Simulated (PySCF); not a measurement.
Coordinates in bohr (charge -1 multiplicity 1):
```
Bi    0.0000    0.0000   -0.0269
H     0.0000    3.9828    0.5124
H     0.0000   -3.9828    0.5124
H     2.4802    0.0000    2.2764
H    -2.4802    0.0000    2.2764
```

Method: PySCF, PBE0, basis Bi def2-TZVPD with ECP60, H def2-TZVPD (scalar-relativistic core potentials, no spin–orbit coupling, density fitting).

This geometry of BiH₄⁻ is a stationary point at this level.

Problem. What is the point group?

Solution. C2v.

Problem. Is it a minimum?

Solution. Yes: all harmonic wavenumbers are real.

Problem. List the harmonic modes with their infrared intensities.

Solution. 
```
symmetry  ω (cm⁻¹)  IR (km/mol)
      a1       496          130
      b1       519          213
      b2       706         2286
      a1       721         91.6
      a2       740          0.0
      b2       774         2010
      a1      1170          4.2
      a1      1770          264
      b1      1788          359
```

Problem. Give the atomic charges and bond orders.

Solution. 
| atom | Mulliken | Löwdin | polar tensor | Mayer order to Bi1 |
| --- | --- | --- | --- | --- |
| Bi1 | -0.79 | 0.14 | 1.05 | – |
| H2,3 | -0.10 | -0.32 | -0.72 | 0.97 |
| H4,5 | 0.00 | -0.25 | -0.31 | 0.96 |

Problem. Give the ideal-gas entropy at 298.15 K and 1 bar by parts.

Solution. translation 175.7, rotation 71.4, vibration 10.1, spin 0.0; total 257.2 J/(mol K).

In C2v the vibrations span 4a1 + 2b1 + 2b2 + a2. The a2 mode carries no infrared intensity, as symmetry demands.

This need not be the most stable arrangement of these atoms. The lowest empty level of this anion is unbound, so it and the gap depend on the basis. No spin–orbit coupling is included, which matters more the heavier the element.
